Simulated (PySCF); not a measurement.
C$_{5}$H$_{5}$BO (SMILES C#CB(C#C)OC), singlet, geometry from GFN2-xTB; CASSCF(6,6)/STO-3G (PySCF).

Input for PySCF:
```python
from pyscf import gto, scf, mcscf
import numpy

mol = gto.Mole()
mol.atom = '''
    B    -0.153199   -0.108248    0.079549
    C    -1.027079   -0.598999    1.230688
    C    -1.695363   -0.965211    2.160978
    H    -2.284209   -1.289861    2.969849
    C     0.986366    0.863760    0.405896
    C     1.884074    1.626891    0.648773
    H     2.664681    2.293890    0.878758
    O    -0.430612   -0.553578   -1.148523
    C     0.268789   -0.204445   -2.309975
    H     0.670735   -1.114682   -2.762805
    H    -0.429266    0.258726   -3.012355
    H     1.088235    0.489813   -2.101165
'''
mol.basis = 'sto-3g'
mol.charge = 0
mol.spin = 0
mol.verbose = 4
mol.build()

mf = scf.RHF(mol)
mf.kernel()
mc = mcscf.CASSCF(mf, 6, 6)
mc.fix_spin_(ss=0.0)
mc.kernel()
occ = numpy.linalg.eigvalsh(mc.fcisolver.make_rdm1(mc.ci, mc.ncas, mc.nelecas))[::-1]
ss = mc.fcisolver.spin_square(mc.ci, mc.ncas, mc.nelecas)[0]
print('natural occupations', occ.round(4), ' <S^2>', round(ss, 4))
```

The log (banner, timings and long lists left out):

```
PySCF version 2.14.0

[INPUT] verbose = 4
[INPUT] num. atoms = 12
[INPUT] num. electrons = 48
[INPUT] charge = 0
[INPUT] spin (= nelec alpha-beta = 2S) = 0
[INPUT] symmetry False subgroup None
[INPUT] Mole.unit = angstrom
[INPUT] Symbol           X                Y                Z      unit          X                Y                Z       unit  Magmom
[INPUT]  1 B     -0.153199000000  -0.108248000000   0.079549000000 AA   -0.289504152557  -0.204559073532   0.150325823483 Bohr   0.0
[INPUT]  2 C     -1.027079000000  -0.598999000000   1.230688000000 AA   -1.940898018292  -1.131944058888   2.325663264789 Bohr   0.0
[INPUT]  3 C     -1.695363000000  -0.965211000000   2.160978000000 AA   -3.203771751721  -1.823984442418   4.083656581210 Bohr   0.0
[INPUT]  4 H     -2.284209000000  -1.289861000000   2.969849000000 AA   -4.316529421267  -2.437484028758   5.612201241313 Bohr   0.0
[INPUT]  5 C      0.986366000000   0.863760000000   0.405896000000 AA    1.863961598583   1.632269837354   0.767032275056 Bohr   0.0
[INPUT]  6 C      1.884074000000   1.626891000000   0.648773000000 AA    3.560383858414   3.074378424520   1.226003287012 Bohr   0.0
[INPUT]  7 H      2.664681000000   2.293890000000   0.878758000000 AA    5.035517299332   4.334823859879   1.660611949771 Bohr   0.0
[INPUT]  8 O     -0.430612000000  -0.553578000000  -1.148523000000 AA   -0.813738745951  -1.046110808584  -2.170393917764 Bohr   0.0
[INPUT]  9 C      0.268789000000  -0.204445000000  -2.309975000000 AA    0.507937595296  -0.386345057537  -4.365220104592 Bohr   0.0
[INPUT] 10 H      0.670735000000  -1.114682000000  -2.762805000000 AA    1.267505452160  -2.106443695982  -5.220944785579 Bohr   0.0
[INPUT] 11 H     -0.429266000000   0.258726000000  -3.012355000000 AA   -0.811195174588   0.488921281304  -5.692525939964 Bohr   0.0
[INPUT] 12 H      1.088235000000   0.489813000000  -2.101165000000 AA    2.056466109166   0.925612422252  -3.970626392522 Bohr   0.0

nuclear repulsion = 225.188206951717
number of shells = 26
number of NR pGTOs = 120
number of NR cGTOs = 40
basis = sto-3g
ecp = {}

******** <class 'pyscf.scf.hf.RHF'> ********
method = RHF
initial guess = minao
damping factor = 0
level_shift factor = 0
DIIS = <class 'pyscf.scf.diis.CDIIS'>
diis_start_cycle = 1
diis_space = 8
diis_damp = 0
SCF conv_tol = 1e-09
SCF conv_tol_grad = None
SCF max_cycles = 50
direct_scf = True
direct_scf_tol = 1e-13
Set gradient conv threshold to 3.16228e-05
Initial guess from minao.
init E= -289.629214809395
  HOMO = -0.25177225855712  LUMO = 0.0687892745861762  gap/eV = 8.72292
cycle= 1 E= -287.953254655727  delta_E= 1.68  |g|= 0.515  |ddm|= 4.77
  HOMO = -0.284234612293452  LUMO = 0.224429028684757  gap/eV = 13.84144
cycle= 2 E= -288.042640562658  delta_E= -0.0894  |g|= 0.212  |ddm|= 0.928
  HOMO = -0.317370603510624  LUMO = 0.210251274777744  gap/eV = 14.35732
cycle= 3 E= -288.054558653366  delta_E= -0.0119  |g|= 0.0717  |ddm|= 0.302
  HOMO = -0.321157195479217  LUMO = 0.217930896604921  gap/eV = 14.66933
cycle= 4 E= -288.056055504354  delta_E= -0.0015  |g|= 0.0371  |ddm|= 0.116
  HOMO = -0.322561553839504  LUMO = 0.21610318055716  gap/eV = 14.65781
cycle= 5 E= -288.056435107741  delta_E= -0.00038  |g|= 0.00372  |ddm|= 0.041
  HOMO = -0.321879598296339  LUMO = 0.216275902268825  gap/eV = 14.64396
cycle= 6 E= -288.056446091034  delta_E= -1.1e-05  |g|= 0.00188  |ddm|= 0.00818
  HOMO = -0.322018346389401  LUMO = 0.216425698961317  gap/eV = 14.65181
cycle= 7 E= -288.056449938742  delta_E= -3.85e-06  |g|= 0.00106  |ddm|= 0.00509
  HOMO = -0.322094563523009  LUMO = 0.216474539665103  gap/eV = 14.65521
cycle= 8 E= -288.056451053784  delta_E= -1.12e-06  |g|= 0.000542  |ddm|= 0.00244
  HOMO = -0.322157932447972  LUMO = 0.216481437773427  gap/eV = 14.65712
cycle= 9 E= -288.056451607315  delta_E= -5.54e-07  |g|= 0.000148  |ddm|= 0.0026
  HOMO = -0.322153534090935  LUMO = 0.216489494195097  gap/eV = 14.65722
cycle= 10 E= -288.056451642125  delta_E= -3.48e-08  |g|= 2.35e-05  |ddm|= 0.000753
  HOMO = -0.322153162114483  LUMO = 0.216494863801308  gap/eV = 14.65736
cycle= 11 E= -288.056451642568  delta_E= -4.43e-10  |g|= 6.29e-06  |ddm|= 7.66e-05
  HOMO = -0.322153036568107  LUMO = 0.216494024998403  gap/eV = 14.65733
Extra cycle  E= -288.056451642592  delta_E= -2.34e-11  |g|= 3.38e-06  |ddm|= 1.19e-05
converged SCF energy = -288.056451642592

******** <class 'pyscf.mcscf.mc1step.CASSCF'> ********
CAS (3e+3e, 6o), ncore = 21, nvir = 13
max_cycle_macro = 50
max_cycle_micro = 4
conv_tol = 1e-07
conv_tol_grad = None
orbital rotation max_stepsize = 0.02
orbital rotation threshold for CI restart = 0.01
augmented hessian ah_max_cycle = 30
augmented hessian ah_conv_tol = 1e-12
augmented hessian ah_linear dependence = 1e-14
augmented hessian ah_level shift = 1e-08
augmented hessian ah_start_tol = 2.5
augmented hessian ah_start_cycle = 3
augmented hessian ah_grad_trust_region = 3
kf_trust_region = 3
kf_interval = 4
ci_response_space = 4
ci_grad_trust_region = 3
with_dep4 0
natorb = False
canonicalization = True
sorting_mo_energy = False
ao2mo_level = 2
internal_rotation = False
******** <class 'pyscf.fci.addons.SpinPenaltyFCISolver'> ********
max. cycles = 50
conv_tol = 1e-08
davidson only = True
linear dependence = 1e-12
level shift = 0.001
max iter space = 12
nroots = 1
pspace_size = 400
spin = None
CASCI E = -288.098460874762  S^2 = 0.0000000
Set conv_tol_grad to 0.000316228
macro iter   1 ( 21 JK    4 micro), CASSCF E = -288.130914125521  dE = -3.24532508e-02  S^2 = 0.0000000
               |grad[o]|=0.0398  |grad[c]|=0.0245  |ddm|=0.0495  |maxRot[o]|=0.298
macro iter   2 ( 21 JK    4 micro), CASSCF E = -288.164655533390  dE = -3.37414079e-02  S^2 = 0.0000000
               |grad[o]|=0.0436  |grad[c]|=0.0332  |ddm|=0.0403  |maxRot[o]|=0.314
macro iter   3 ( 18 JK    4 micro), CASSCF E = -288.174889777434  dE = -1.02342440e-02  S^2 = 0.0000000
               |grad[o]|=0.0297  |grad[c]|=0.0157  |ddm|=0.0162  |maxRot[o]|=0.232
macro iter   4 ( 12 JK    4 micro), CASSCF E = -288.174992033815  dE = -1.02256381e-04  S^2 = 0.0000000
               |grad[o]|=0.00389  |grad[c]|=0.000483  |ddm|=0.00164  |maxRot[o]|=0.0191
macro iter   5 (  6 JK    2 micro), CASSCF E = -288.174992335238  dE = -3.01422972e-07  S^2 = 0.0000000
               |grad[o]|=0.000173  |grad[c]|=2.03e-05  |ddm|=7.1e-05  |maxRot[o]|=0.0013
macro iter   6 (  1 JK    1 micro), CASSCF E = -288.174992335258  dE = -2.01794137e-11  S^2 = 0.0000000
               |grad[o]|=1.14e-05  |grad[c]|=4.45e-06  |ddm|=4.79e-06  |maxRot[o]|=    0
1-step CASSCF converged in   6 macro ( 79 JK  19 micro) steps
CASSCF canonicalization
Density matrix diagonal elements [1.92571613 1.92270076 1.92440136 0.07925229 0.07546242 0.07246704]
CASSCF energy = -288.174992335258
CASCI E = -288.174992335258  E(CI) = -6.72509971058139  S^2 = 0.0000000
natural occupations [1.9273 1.9246 1.9217 0.0787 0.0752 0.0724]  <S^2> 0.0
```
